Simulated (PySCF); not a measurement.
## Two-component Hartree-Fock for Ta(29+) (tantalum, charge +29)

Start: [Kr] 4d8; 4d3/2 filled at m_j = -3/2, -1/2, +1/2, +3/2; 4d5/2 filled at m_j = -1/2, +1/2, +3/2, +5/2. Calculated with PySCF 2.14 in an uncontracted even-tempered set (17 s from 2.6 bohr⁻², ratio 2.8; 14 p from 3.4 bohr⁻², ratio 2.8; 9 d from 3.4 bohr⁻², ratio 2.8; 3 f from 16 bohr⁻², ratio 3): generalised Hartree-Fock with the X2C-1e Hamiltonian and a Gaussian nucleus; one run each with spin-orbit coupling (SO) switched off, then screened by Boettger's factors.

```csv
spinor shell,electrons,"ε, spin-free (eV)","ε, screened SO (eV)",weight of nominal j (screened SO),"rms radius, screened SO (bohr)"
1s1/2,2,-68816.7,-68796.7,1.000,0.0211
2s1/2,2,-12833.8,-12827.2,1.000,0.0854
2p1/2,2,-11377.9,-12284.2,1.000,0.0727
2p3/2,4,-11377.9,-11007.8,1.000,0.0800
3s1/2,2,-3801.7,-3799.4,1.000,0.218
3p1/2,2,-3361.5,-3560.9,1.000,0.209
3p3/2,4,-3361.5,-3278.3,1.000,0.223
3d3/2,4,-2845.0,-2881.6,1.000,0.197
3d5/2,6,-2845.0,-2818.5,1.000,0.201
4s1/2,2,-1533.4,-1532.7,1.000,0.456
4p1/2,2,-1370.5,-1430.3,0.999,0.460
4d3/2,4,-1169.8,-1179.0,0.985,0.483
4d5/2,4,-1169.8,-1162.6,0.990,0.490
```

Problem. Where does 4p3/2 lie, and what is the 4p spin-orbit splitting (screened SO)?

Solution. At -1344.9 eV, 85.379 eV above 4p1/2.

| quantity | spin-free | screened SO |
| --- | --- | --- |
| E (hartree) | -15180.32846 | -15198.16140 |
| M_J | 4 | 4 |
| ⟨J²⟩ | 20.001 | 20.002 |
| ⟨L²⟩ | 12.001 | 12.904 |
| ⟨S²⟩ | 2.000 | 1.871 |

Each row is a mean over spinors that exchange with the open shell spreads, by up to 20.538 eV (4p3/2).

Breit and QED terms are absent; they matter most for the inner s and p1/2 levels.

Densities and radii are taken from the X2C orbitals without a picture-change correction, which distorts them close to the nucleus.

Without spin-orbit coupling the j labels of p, d and f shells carry no meaning; the spin-free column gives the mean over the occupied spinors of each nl shell.
